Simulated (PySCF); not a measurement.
## Worked example: chemical shift, span and skew from a shielding tensor

BF₃H₃N, SMILES [B-](F)([NH3+])(F)F. Atoms are numbered in the order given.

```xyz
8

B      0.0000     0.0000    -0.2227
F      1.1595     0.6694    -0.5466
F     -1.1595     0.6694    -0.5466
F      0.0000    -1.3388    -0.5466
N      0.0000     0.0000     1.4791
H      0.0000     0.9644     1.8395
H     -0.8352    -0.4822     1.8395
H      0.8352    -0.4822     1.8395
```
Charge 0, spin multiplicity 1.

Coordinates come from a PBE-D3(BJ)/def2-SVP optimisation.

GIAO shieldings from KT2/pcSseg-1 (PySCF), non-relativistic, no solvent. The symmetric part of the tensor of F2 has the principal values 288.9, 311.3, 372.6 ppm. The same nucleus in CFCl3 has σ = 127.1 ppm at this level (PySCF, at its B3LYP-D3(BJ)/def2-TZVP geometry).

### Question
Work out the isotropic shielding, the ¹⁹F shift against CFCl3, the span and the skew.

### Answer

σ(iso) = (σ11 + σ22 + σ33)/3 = 324.3 ppm. δ = σ(ref) − σ(iso) = 127.1 − (324.3) = -197.2 ppm.
Span Ω = σ33 − σ11 = 83.7 ppm. Skew κ = 3(σ(iso) − σ22)/Ω = 0.46. Tumbling in solution averages the tensor to δ; in a static solid the shielding alone would spread this spin-1/2 line over Ω.
